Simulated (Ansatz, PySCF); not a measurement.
Noncovalent pair: NH3 (SMILES N) (first 4 atoms) with CHN (SMILES C#N); geometry from B3LYP-D3(BJ)/def2-TZVP, rigid monomers moved along the line of their centres of mass till N1···H7 is 1.86 Å.
(charge 0, multiplicity 1):
```
atom    x (Å)    y (Å)    z (Å)
----  -------  -------  -------
N     -0.3143   0.0262   0.0127
H     -1.1880   0.4366  -0.2992
H      0.4363   0.5891  -0.3731
H     -0.2471  -0.8937  -0.4094
C     -0.1664  -0.1080   2.9572
N     -0.1103  -0.1589   4.1024
H     -0.2198  -0.0597   1.8733
```

Quantity: the interaction energy.

Interaction energies are E(AB) − E(A) − E(B) at the monomers' geometry in the complex; basis-set methods are counterpoise corrected.

Cores are frozen in the correlated methods. CBS: X⁻³ extrapolation of the correlation energy, Hartree–Fock from the larger set.

Programs: Ansatz (a first-principles code) with Gaussian orbitals; PySCF for the dispersion terms. Each number belongs to the level named beside it.

Costs are ratios of core time to PBE/def2-TZVPPD (roughly 5 s), for whole runs (searches for the state included, and forces where a run took them) on one shared machine, so rough; each difference counts from -5.30 kcal/mol (MP2/CBS(aug-cc-pVDZ, aug-cc-pVTZ) + ΔCCSD(T)/aug-cc-pVDZ, a level with limits of its own).

| level | basis functions | cost | difference (kcal/mol) |
|---|---|---|---|
| PBE/def2-TZVPPD | 179 | ×1 | -0.68 |
| PBE-D3(BJ)/def2-TZVPPD | 179 | ×1 | -1.37 |
| PBE0/def2-TZVPPD | 179 | ×1 | -1.00 |
| PBE0-D3(BJ)/def2-TZVPPD | 179 | ×1 | -1.61 |
| B3LYP/def2-TZVPPD | 179 | ×1 | 0.07 |
| B3LYP-D3(BJ)/def2-TZVPPD | 179 | ×1 | -1.00 |
| r2SCAN/def2-TZVPPD | 179 | ×1 | -0.60 |
| r2SCAN-D3(BJ)/def2-TZVPPD | 179 | ×1 | -0.85 |
| wB97X-V/def2-TZVPPD | 179 | ×3 | -0.54 |
| wB97M-V/def2-TZVPPD | 179 | ×3 | -0.52 |
| MP2/aug-cc-pVTZ | 230 | ×3 | -0.02 |
| CCSD(T)/aug-cc-pVDZ | 105 | ×4 | 1.08 |

The cheapest listed level whose difference stays within 0.25 kcal/mol: B3LYP/def2-TZVPPD (0.07 kcal/mol, cost ×1).
